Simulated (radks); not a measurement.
The osmium ion Os35+, configuration [Kr] 4d5 (the NIST ground configuration). All-electron calculation, scalar-relativistic Kohn-Sham, SOGGA, spin-polarised, spherical densities, finite nucleus; open shells are filled with parallel spins first (spin-orbit coupling, left out, can overturn this in heavy ions); Fermi nuclear charge, rms radius 5.4126 fm. Program: a radial shooting solver on a logarithmic mesh with Libxc functionals.

Unscreened Slater integrals over Kohn-Sham orbitals (cm^-1). They are taken over the spin-up orbitals. Empty in this configuration: 5s.

\begin{tabular}{lr}
integral & value \\ \hline
F0(4d,4d) & 477310 \\
F2(4d,4d) & 243830 \\
F4(4d,4d) & 166150 \\
F0(4d,4p) & 477170 \\
F2(4d,4p) & 245150 \\
G1(4d,4p) & 305160 \\
G3(4d,4p) & 195550 \\
F0(4d,4s) & 485160 \\
G2(4d,4s) & 242620 \\
F0(4d,3d) & 613080 \\
F2(4d,3d) & 178310 \\
F4(4d,3d) & 89175 \\
G0(4d,3d) & 56580 \\
G2(4d,3d) & 71987 \\
G4(4d,3d) & 56731 \\
F0(4d,5s) & 333800 \\
G2(4d,5s) & 38045 \\
F0(4p,4p) & 478290 \\
F2(4p,4p) & 249780 \\
F0(4p,4s) & 486120 \\
G1(4p,4s) & 328850 \\
F0(4p,3d) & 607560 \\
F2(4p,3d) & 171750 \\
G1(4p,3d) & 55427 \\
G3(4p,3d) & 55939 \\
F0(4p,5s) & 333980 \\
G1(4p,5s) & 34143 \\
F0(4s,4s) & 494690 \\
F0(4s,3d) & 621830 \\
G2(4s,3d) & 57783 \\
F0(4s,5s) & 336400 \\
G0(4s,5s) & 25178 \\
F0(3d,3d) & 1141100 \\
F2(3d,3d) & 582480 \\
F4(3d,3d) & 374980 \\
F0(3d,5s) & 380750 \\
G2(3d,5s) & 18793 \\
F0(5s,5s) & 281360 \\
\end{tabular}

Derived for the open shells (J is the average intra-shell exchange parameter used in DFT+U). 4d: Racah B = F2/49 - 5 F4/441 = 3092 cm^-1, C = 35 F4/441 = 13190 cm^-1, C/B = 4.26, F4/F2 = 0.681, J = (F2 + F4)/14 = 29280 cm^-1.
